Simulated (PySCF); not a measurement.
A small calculation by hand: entropy of an ideal gas

SiH₂Cl₂, SMILES Cl[SiH2]Cl.

Geometry: B3LYP-D3(BJ)/def2-TZVP. The isomer is the one that the SMILES or the coordinates give; other isomers of the formula were not compared.

PySCF with B3LYP-D3(BJ)/def2-TZVP gives the harmonic wavenumbers 185, 515, 574, 597, 712, 880, 962, 2276, 2291 cm⁻¹ and the rotational temperatures 0.6699, 0.1191, 0.1037 K. The molar mass is 101.00 g/mol, the symmetry number 2, the spin multiplicity 1.

Problem. Work out the entropy at 298.15 K and 1 atm in the rigid-rotor, harmonic-oscillator model.

Solution. 
Translation (Sackur–Tetrode at 1 atm): S = R[1.5 ln M + 2.5 ln T − 1.16487] = 166.3 J/(mol K).
Rotation: q = (√π/σ) T^1.5/√(θA θB θC) = 50200, S = R[ln q + 3/2] = 102.5 J/(mol K).
Vibration: with u = 1.4388 ν/T, each mode gives R[u/(e^u − 1) − ln(1 − e^−u)]:
| ν (cm⁻¹) | modes | u | S (J/(mol K)) |
|---|---|---|---|
| 185 | 1 | 0.89 | 9.53 |
| 515 | 1 | 2.49 | 2.60 |
| 574 | 1 | 2.77 | 2.08 |
| 597 | 1 | 2.88 | 1.90 |
| 712 | 1 | 3.44 | 1.22 |
| 880 | 1 | 4.25 | 0.63 |
| 962 | 1 | 4.64 | 0.46 |
The stiffer modes add less than 0.005 each. Sum 18.4 J/(mol K).
Spin: R ln 1 = 0.0 J/(mol K).
Total 287.2 J/(mol K); the program's own thermochemistry gives 287.2. Translation makes up 58 % and vibration 6 %. Anharmonicity, hindered rotation and orbital degeneracy are left out.
